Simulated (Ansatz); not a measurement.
Reaction (formal exchange of groups at the Se–C bond): `N=C(N)[Se][SiH3]` + `CCSC` → `CC[Se][SiH3]` + `CSC(=N)N`

Program: Ansatz. Geometries: PBE0-D4/def2-TZVP. ΔE: electronic, gas phase. CCSD(T)/CBS adds triple-zeta CCSD(T) − MP2 to the extrapolated MP2 energy (def2 sets, frozen cores). DFT in def2-TZVPP. For Se outer-core shells are correlated without core-valence functions, which leaves a few kJ/mol of doubt a bond. Scalar relativity is left out up to krypton. One conformer a species, not always the lowest.

Is it downhill or uphill in electronic energy at CCSD(T)/CBS, and by how much? (Best estimate.)

Computed: Nearly level: ΔE = -0.4 kcal/mol.

What do these levels give: PBE-D4, r2SCAN-D4, PBE0-D4, ωB97X-V, B2PLYP, PBE, r2SCAN, MP2/def2-TZVPP, CCSD/def2-TZVPP, CCSD(T)/def2-TZVPP, HF/def2-QZVPP, MP2/CBS(def2)? (Best estimate.)

The calculation gave: PBE-D4 0.1, r2SCAN-D4 -0.5, PBE0-D4 -0.3, ωB97X-V -0.5, B2PLYP -0.5, PBE -0.2, r2SCAN -0.6, MP2/def2-TZVPP -0.3, CCSD/def2-TZVPP -0.8, CCSD(T)/def2-TZVPP -0.5, HF/def2-QZVPP -1.7, MP2/CBS(def2) -0.2 kcal/mol.

Largest T1 diagnostic among the species: 0.013.

In def2-TZVPP, CCSD(T) changes the Hartree–Fock value by +1.3 kcal/mol (the triples alone add +0.3 kcal/mol) and MP2 by +1.5 kcal/mol.
